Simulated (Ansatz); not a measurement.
Cartesian coordinates (Å):
SMILES: [SnH2]=[O]
```xyz
4

O     -0.7984     1.6694     0.0036
Sn    -0.0094     0.0197     0.0001
H      1.6872    -0.2309    -0.0011
H     -0.8794    -1.4582    -0.0026
```
Charge 0, multiplicity 1.

The numbers are results of frozen-core CCSD(T)/def2-TZVPP // r2SCAN-D4/def2-TZVP run with Ansatz (a program for electronic structure), not measurements.

* **HF energy**: -289.31573 Ha
* **MP2 correlation energy**: -0.58342 Ha

Question: Estimate the CCSD correlation energy, the (T) correction, the total energy and the T1 diagnostic.

Answer: 
The CCSD correlation energy comes out as -0.57583 Ha, the (T) correction comes out as -0.02485 Ha and the CCSD(T) total energy is -289.91640 Ha. The T1 diagnostic is 0.030.
